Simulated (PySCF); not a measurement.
Compound: AlH2F.
Bonds: Al1–F4. Hydrogens: H2, H3 on Al1.

Method: PBE0-D3(BJ)/def2-SVP geometry optimisation, gas phase in PySCF.

Problem. How far are the bound atoms from Al1?

Solution. 3 atoms: H2 1.580 Å, H3 1.580 Å, F4 1.666 Å.

Problem. List the angles at Al1.

Solution. 
| angle | degrees | distance of the outer atoms (Å) |
| --- | --- | --- |
| H2–Al1–H3 | 126.3 | 2.82 |
| H3–Al1–F4 | 116.8 | 2.77 |
| H2–Al1–F4 | 116.8 | 2.77 |

Problem. What is the shape at Al1?

Solution. Planar: angles 126.3°, 116.8° and 116.8°, sum 360.0°, 0.00 Å off the plane of its three neighbours.

Problem. What are the rotational constants (commonest isotopes, rigid rotor)?

Solution. A = 126219, B = 14543, C = 13041 MHz: a near-prolate asymmetric top.

Point group: C2v (every atom within 0.08 Å of its image). Charge 0, singlet. Whether it is a minimum is left open (no frequencies).

---

[II2]- (charge -1).
Bonds: I1–I2, I1–I3.

Computed, not measured: PBE0-D3(BJ)/def2-SVP geometry optimisation, gas phase, def2 core potentials past Kr in PySCF.

Problem. How far are the bound atoms from I1?

Solution. 2 atoms: I2 2.964 Å, I3 2.965 Å.

Problem. What is the shape at I1?

Solution. Linear: angle 179.8°.

Problem. What are the rotational constants (commonest isotopes, rigid rotor)?

Solution. B = 226.6 MHz (linear).

Point group: D∞h (tolerance 0.08 Å). Charge -1, singlet. The geometry's basis has no diffuse functions, a weakness for an anion. Stationary, but not proved a minimum.

On one thread of an Arm Neoverse V1 (shared host), this took 10 s of wall time. That covers the optimisation of the geometry.
